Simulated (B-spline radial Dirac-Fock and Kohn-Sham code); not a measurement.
# Two-hole binding energies of Ge³⁺

System: Ge³⁺, configuration [Ar] 3d10 4s1, inside a Watson sphere of charge -3 and radius 2.4 Å (a model of the Madelung potential; inside it an electron's potential energy is raised by 18.0 eV).

These are calculated numbers from a B-spline atomic structure program; the model is Dirac-Fock energy differences between relaxed states, corrected for Breit and QED terms. U is the two-hole binding energy less the two single-hole energies, the effective repulsion of the holes after relaxation. Each two-hole energy is an average over J within one jj subconfiguration.

```csv
holes,E(a) (eV),E(b) (eV),E(ab) (eV),U (eV)
1s⁻¹ 2p1/2⁻¹,11131.7,1276.7,12531.1,122.6
1s⁻¹ 2p3/2⁻¹,11131.7,1245.5,12495.7,118.5
1s⁻¹ 3p1/2⁻¹,11131.7,155.3,11323.3,36.3
1s⁻¹ 3d3/2⁻¹,11131.7,55.13,11216.7,29.9
1s⁻¹ 3d5/2⁻¹,11131.7,54.58,11216.0,29.8
2s⁻²,1445.3,1445.3,2964.2,73.6
2p1/2⁻¹ 2p3/2⁻¹,1276.7,1245.5,2603.7,81.5
2s⁻¹ 3d3/2⁻¹,1445.3,55.13,?,?
2p3/2⁻¹ 3p1/2⁻¹,1245.5,155.3,1433.8,33.0
2p1/2⁻¹ 3d5/2⁻¹,1276.7,54.58,1362.4,31.1
2p1/2⁻¹ 3d3/2⁻¹,1276.7,55.13,1361.9,30.0
2p3/2⁻¹ 3d3/2⁻¹,1245.5,55.13,1331.7,31.1
3p1/2⁻¹ 3p3/2⁻¹,155.3,151.0,333.6,27.3
3p3/2⁻²,151.0,151.0,329.8,27.8
```

Question: Give the missing two-hole energy and U.

Answer: E(ab) = 1531.2 eV and U = 30.8 eV.
